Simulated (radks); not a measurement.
He II, configuration 2p1 (not the ground configuration). All-electron calculation, scalar-relativistic Kohn-Sham, PBEsol, spin-polarised, spherical densities, finite nucleus; open shells are filled with parallel spins first; Gaussian nuclear charge, rms radius 1.6755 fm. Program: a radial shooting solver on a logarithmic mesh with Libxc functionals.

X-ray form factor f0, the Fourier transform of the density (f0(0) = 1):

sin(theta)/lambda (1/angstrom)  f0 (electrons)
0.05                                     0.870
0.1                                      0.581
0.15                                     0.304
0.2                                      0.124
0.25                                     0.033
0.3                                     -0.003
0.4                                     -0.014
0.5                                     -0.009
0.6                                     -0.005
0.8                                     -0.001
1                                       0.000
1.25                                    0.000
1.5                                     0.000
2                                       0.000
